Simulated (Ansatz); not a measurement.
```xyz
19

C     1.838    1.486   -0.762
C     0.609    0.642   -1.072
C    -0.666    1.403   -0.749
N     0.628   -0.610   -0.340
Hf   -0.726   -1.483    0.918
O    -0.894   -0.467    2.567
O    -2.478   -1.561    0.080
O     0.040   -3.227    1.262
H     1.841    2.412   -1.344
H     2.756    0.940   -0.996
H     1.861    1.743    0.301
H     0.607    0.439   -2.155
H    -1.551    0.814   -1.007
H    -0.707    1.643    0.319
H    -0.714    2.342   -1.304
H     1.493   -1.112   -0.507
H    -0.537    0.146    3.201
H    -3.417   -1.407    0.070
H     0.017   -4.142    1.518
```

The species carries charge 0 and has multiplicity 1. Hf: def2 effective core potential.

Problem. List the CAM-B3LYP/def2-TZVPP orbital energies in eV (Ansatz 0.2.0). (Best estimate.)

Solution. The calculation gave: Occupied: -521.83, -521.69, -521.67, -390.20, -279.38, -278.33, -278.24, -69.07, -37.77, -37.65, -37.44, -28.14, -27.76, -27.72, -25.60, -22.12, -20.79, -17.39, -15.35, -15.03, -14.87, -14.83, -13.94, -13.37, -12.27, -11.85, -11.42, -11.18, -11.09, -10.91, -10.74, -10.41, -10.31, -10.11, -10.01, -7.75. Lowest empty: 0.80, 1.90, 2.14, 2.23, 2.51, 2.69, 2.73, 2.86.
